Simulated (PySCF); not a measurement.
A GIAO shielding run with PySCF 2.14 (density fitting, non-relativistic, gas phase) on `InChI=1S/C6H13ClSi2/c1-5-4-8-6(5)2-3-9-7/h4,6H,2-3,8-9H2,1H3/t6-/m0/s1`:

```
$ OMP_NUM_THREADS=1 python probes_run.py task.json out

{"job": {"kind": "nmr", "xc": "PBE0", "basis": "pcSseg-1"}, "charge": 0, "multiplicity": 1}
C     -2.287673    -1.711297     0.477564
C     -1.942026    -0.385084    -0.092704
C     -2.663563     0.741179    -0.183340
Si    -1.311317     1.734501    -1.029799
C     -0.608669    -0.042859    -0.726245
C      0.590385    -0.188273     0.201494
C      1.872277     0.321921    -0.455815
Si     3.392359     0.240709     0.682467
Cl     3.589534    -1.635090     1.403368
H     -3.310202    -1.721306     0.849841
H     -1.611052    -1.956979     1.296485
H     -2.177158    -2.485455    -0.282820
H     -3.678319     0.887741     0.152473
H     -1.485122     2.126017    -2.428384
H     -0.673634     2.808574    -0.266506
H     -0.430321    -0.641855    -1.624465
H      0.723242    -1.238821     0.477770
H      0.397701     0.373022     1.120018
H      1.713421     1.353469    -0.777158
H      2.051754    -0.255915    -1.366137
H      4.610498     0.561147    -0.058481
H      3.227475     1.134040     1.827956
```

Hardware: 1 thread of an Arm Neoverse V2, shared host. The job also computes population analyses, field gradients, ring-centre shieldings.

Task: How large is the calculation?

Result: 94 electrons, 239 basis functions and 1307 auxiliary functions.

Task: How long does it take, and how much memory does it need?

Result: 46 s of wall time, with 14 SCF cycles and 5 response iterations; peak memory 1.1 GiB. Times on a shared host scatter by some tens of per cent.
